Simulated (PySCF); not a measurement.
Run record: geometry optimisation, `O([SiH3])[SiH](O[SiH3])O[SiH2]C#N`.

Computed with PBE0-D3(BJ)/def2-SVP geometry optimisation, gas phase (PySCF 2.14.0). Start geometry: GFN2-xTB. A driver script takes a list of jobs; this job's settings line and coordinates (Å) are shown.

Command:
```bash
OMP_NUM_THREADS=1 python probes_run.py task.json out
```

Input:
```
{"job": {"xc": "PBE0", "basis": "def2-SVP", "d3": "d3bj", "grid": 1, "shake": 0.01, "kind": "geom"}, "charge": 0, "multiplicity": 1}
N      3.787060     0.118930    -1.031100
C      2.970850    -0.539470    -0.561450
Si     1.670300    -1.660380     0.205580
O      0.872790    -0.805620     1.284290
Si    -0.290860     0.332320     1.492600
O      0.071040     1.621410     0.597240
Si     0.195170     2.236060    -0.899960
O     -1.702590    -0.260400     1.071050
Si    -2.594120    -0.910300    -0.108520
H      0.856900    -2.153350    -0.875500
H      2.361170    -2.666170     1.033330
H     -0.302060     0.702170     2.901520
H      1.107490     3.339560    -0.734430
H     -1.173570     2.697930    -1.260460
H      0.648150     1.199720    -1.833520
H     -2.326810    -0.191490    -1.373660
H     -2.208590    -2.314650    -0.247540
H     -3.969850    -0.734310     0.354800
```

Output:
```
step   0  E = -1480.69061139  max force = 0.035865
step   1  E = -1480.70588019  max force = 0.004422
step   2  E = -1480.70606062  max force = 0.001662
step   3  E = -1480.70616060  max force = 0.001259
step   4  E = -1480.70626616  max force = 0.002491
step   5  E = -1480.70640948  max force = 0.002525
step   6  E = -1480.70651280  max force = 0.001412
step   7  E = -1480.70659970  max force = 0.001384
step   8  E = -1480.70667362  max force = 0.001876
step   9  E = -1480.70681157  max force = 0.002437
... (9 lines left out)
step  19  E = -1480.70780422  max force = 0.000844
step  20  E = -1480.70788862  max force = 0.000950
step  21  E = -1480.70804274  max force = 0.001227
step  22  E = -1480.70809302  max force = 0.001000
step  23  E = -1480.70804063  max force = 0.001257
step  24  E = -1480.70813890  max force = 0.000641
step  25  E = -1480.70816178  max force = 0.000610
step  26  E = -1480.70823948  max force = 0.000653
step  27  E = -1480.70826301  max force = 0.000695
step  28  E = -1480.70827450  max force = 0.000426
optimisation converged
```

Energies in Eh; «max force» is the largest Cartesian gradient component in Eh/bohr.

**Question.** How much energy does the optimisation release, in kJ/mol?

**Answer.** E(step 0) − E(last step) = 0.017663 Eh, which is 46.4 kJ/mol.

**Question.** At which steps does the energy rise by more than 1e-5 Eh?

**Answer.** At step 23 (+0.05 mEh).

Summary of the converged run: final energy -1480.70827 Eh after 28 steps; dipole 1.73 D.

**Question.** Where do the atoms end?

**Answer.** 1.138 Å rms from the input after alignment:
```
atom  x, y, z in Å
N1     1.6716   -0.7635   -2.0397
C2     1.7390   -1.1982   -0.9665
Si3    1.7751   -1.8357    0.7895
O4     0.7870   -0.8797    1.6889
Si5   -0.2351    0.4196    1.5329
O6     0.4716    1.4936    0.5242
Si7    0.5157    2.3941   -0.8757
O8    -1.6695   -0.0932    0.9287
Si9   -2.4854   -0.7390   -0.3703
H10    1.2819   -3.2344    0.7515
H11    3.1804   -1.7563    1.2566
H12   -0.4440    0.9952    2.8704
H13    1.9081    2.4022   -1.3973
H14    0.0922    3.7887   -0.5538
H15   -0.4205    1.8159   -1.8824
H16   -2.8762    0.3476   -1.3133
H17   -1.6137   -1.7246   -1.0765
H18   -3.7052   -1.4225    0.1425
```

**Question.** Estimate the wall time. Hardware: an Intel Xeon Platinum 8259CL at 2.50 GHz with one thread, shared host with 96 logical CPUs at a one-minute load of 45. And the peak memory of the process?

**Answer.** About 13 min, with 0.88 GiB resident at the peak, the Python interpreter and its libraries included.
Labels such as C1 count atoms from 1, the log's own numbers from 0.
